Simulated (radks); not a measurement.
The nuclear charge of the silver ion Ag+ is varied continuously with 46 electrons held in [Kr] 4d10. Method: Dirac Kohn-Sham, LDA (Slater exchange, Perdew-Wang correlation), spin-unpolarised, spherical densities, finite nucleus; Fermi nuclear charge, rms radius 4.5454 fm; computed with a radial shooting solver on a logarithmic mesh with Libxc functionals. By the Hellmann-Feynman theorem dE/dZ = E(electron-nucleus)/Z, the electronic potential at the nucleus (averaged over a nucleus of fixed radius).

| Z | E (hartree) | E(electron-nucleus)/Z (hartree) | HOMO | e(HOMO) (eV) | <r> HOMO (bohr) |
|---|---|---|---|---|---|
| 46.5 | -5175.99461 | -269.849 | 4d5/2 | -9.465 | 1.489 |
| 47 | -5311.93094 | -273.895 | 4d5/2 | -15.694 | 1.399 |
| 47.5 | -5449.88959 | -277.939 | 4d5/2 | -22.703 | 1.324 |
| 48 | -5589.87009 | -281.983 | 4d5/2 | -30.417 | 1.261 |

The central difference of E at Z = 47 is -273.895 hartree, to compare with the third column; the second derivative is -8.09 hartree.
